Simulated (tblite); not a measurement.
BBrH4Si.
Cartesian coordinates in Å at the GFN2-xTB level; atoms count from 1:
```xyz
7
BBrH4Si angstrom
B     -1.2310    0.2088   -0.0230
Si     0.6337   -0.3442    0.0935
Br     1.8965    1.3644   -0.6489
H     -1.6093    1.1651    0.5332
H     -2.0078   -0.3815   -0.6669
H      1.1308   -1.4373   -0.7458
H      1.1905   -0.5703    1.4308
```

Calculated harmonic vibrations of the isolated species, GFN2-xTB (tblite), most abundant isotopes, no scaling. The method is semi-empirical: single wavenumbers can be off by several per cent or more. Modes of hydrogen on boron and silicon can be 10 to 20 % off. One conformer, not necessarily the lowest. The optimisation stopped once no atom felt more than 0.01 eV/Å.

Wavenumbers of the output (negative numbers stand for imaginary wavenumbers):
```
mode    cm-1
  1     -43.3
  2     140.7
  3     377.5
  4     390.5
  5     602.2
  6     655.9
  7     705.7
  8     711.7
  9     752.5
 10     827.8
 11    1185.3
 12    2236.7
 13    2265.9
 14    2654.6
 15    2690.6
```

Question: Is this structure a minimum?

Answer: Not by this Hessian. 1 mode is imaginary beyond 20i (43i cm⁻¹), so at this level the point lies at or near a first-order saddle. The curvature is small, so loose convergence or finite differences may be the whole cause.

Question: Which atoms move in the imaginary mode?

Answer: 43i: H5 (B–H hydrogen) 58 %, H4 (B–H hydrogen) 22 %. These are shares of the mass-weighted motion.

Question: What is the remedy?

Answer: Step along that mode in both directions, optimise again with tighter thresholds and repeat the frequencies. The zero-point energy of this point (23.2 kcal/mol) counts the 14 real modes alone, and thermal corrections from it aren't those of a minimum.
